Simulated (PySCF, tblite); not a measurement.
C6H13FOSi2.
Cartesian coordinates in Å at the GFN2-xTB level; atoms count from 1:
```xyz
23
C6H13FOSi2 angstrom
C     -3.838    0.324    0.391
C     -2.443    0.930    0.450
C     -1.392   -0.034   -0.091
O     -0.130    0.590   -0.036
C      0.958   -0.219   -0.025
C      2.228    0.248   -0.119
C      2.624    1.679   -0.261
Si     3.291   -1.310    0.006
F      4.112   -1.639   -1.360
Si     1.128   -2.118    0.154
H     -4.108    0.086   -0.636
H     -3.882   -0.591    0.978
H     -4.571    1.022    0.786
H     -2.186    1.182    1.481
H     -2.407    1.850   -0.136
H     -1.383   -0.959    0.501
H     -1.625   -0.300   -1.133
H      1.744    2.309   -0.376
H      3.179    2.009    0.618
H      3.272    1.806   -1.128
H      4.393   -1.325    0.962
H      0.426   -2.871   -0.897
H      0.608   -2.643    1.427
```

Jobs on this species (23 atoms, 94 electrons) with PySCF (density fitting) and tblite. Hardware of each: Arm Neoverse N1, one thread (shared host). Other jobs ran on the host; a repeat could differ by tens of per cent or more.

```csv
level and settings,work,basis functions,SCF cycles,wall time
PBE0/pcSseg-1,"shieldings, ring-centre shieldings, charges and field gradients",249,?,?
GFN2-xTB,Hessian by finite differences,–,–,2.3 s
GFN2-xTB,L-BFGS relaxation,–,–,3.1 s
```

**Question.** Fill in the missing figures.

**Answer.** 
- PBE0/pcSseg-1; shieldings, ring-centre shieldings, charges and field gradients: 1.8 min, 14 SCF cycles

**Question.** What do all jobs in the table cost together?

**Answer.** About 1.9 min; the longest takes about 95 % of that, and about 47 times as long as the shortest.
